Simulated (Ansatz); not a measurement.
ClH5OSiSn can be A, `O[SiH2][SnH2][Cl]`, or B, `[OH][SnH2][SiH2]Cl`.

Computed with Ansatz on PBE0-D4/def2-TZVP structures; ΔE is electronic, products minus reactants. CCSD(T)/CBS is the MP2 limit (def2-TZVPP, def2-QZVPP) plus CCSD(T) − MP2 in def2-TZVPP, frozen cores. DFT in def2-TZVPP. def2 core potentials past Kr. For Sn outer-core shells are correlated without core-valence functions, which leaves a few kJ/mol of doubt a bond. Each species was taken in one conformer, which may not be the lowest.

Q: Which isomer does CCSD(T)/CBS put lower? Give the gap. (Estimate.)

A: The calculation gave: A, by 77.0 kJ/mol.

Q: Give E(B) − E(A) in kJ/mol with MP2/def2-TZVPP, ωB97M-V, r2SCAN-D4, PBE-D4, B2PLYP, CCSD/def2-TZVPP, HF/def2-TZVPP. (Estimate.)

A: Computed: MP2/def2-TZVPP 76.9, ωB97M-V 80.1, r2SCAN-D4 79.1, PBE-D4 73.3, B2PLYP 77.9, CCSD/def2-TZVPP 77.5, HF/def2-TZVPP 86.7. None reverses the order clearly.

Largest T1 diagnostic: 0.013.

In def2-TZVPP, CCSD(T) changes the Hartree–Fock value by −11.0 kJ/mol (the triples alone add −1.7 kJ/mol) and MP2 by −9.9 kJ/mol. From PBE to PBE0 (25 % exact exchange), in def2-TZVPP and without D4, E(B) − E(A) moves by +5.0 kJ/mol.
